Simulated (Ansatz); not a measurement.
Reaction (substitution at a C–C bond): `CC(=O)[O][GeH3]` + `N[Si](O)(F)Cl` → `CO[Si](N)(F)Cl` + `O=C[O][GeH3]`

Program: Ansatz. Geometries: PBE0-D4/def2-TZVP. ΔE: electronic, gas phase. CBS: MP2 limit from def2 TZ/QZ plus the TZ coupled-cluster correction, frozen cores. Functionals use def2-TZVPP. For Ge outer-core shells are correlated without core-valence functions, which leaves a few kJ/mol of doubt a bond. Scalar relativity is left out up to krypton. Each species was taken in one conformer, which may not be the lowest.

```csv
level,ΔE (kcal/mol)
CAM-B3LYP-D4,18.5
CCSD(T)/def2-TZVPP,19.7
```

What does CCSD(T)/CBS give? (Best estimate.)

The calculation gave: +20.2 kcal/mol. The listed levels differ from it by -1.7, -0.5 kcal/mol.

What do rigid-rotor, harmonic-oscillator terms from PBE0-D4/def2-TZVP frequencies (298.15 K, 1 bar) make of the CCSD(T)/CBS value? (Best estimate.)

Computed: ΔZPE = +0.1 kcal/mol, ΔH = +20.6 kcal/mol, ΔS = 13 J/(mol·K), ΔG = +19.8 kcal/mol.

Largest T1 diagnostic among the species: 0.015.

At CCSD(T), def2-SVP lies −3.2 kcal/mol from the extrapolated value and def2-TZVPP −0.5 kcal/mol. In def2-TZVPP, CCSD(T) changes the Hartree–Fock value by +1.6 kcal/mol (the triples alone add +0.1 kcal/mol) and MP2 by +2.6 kcal/mol.
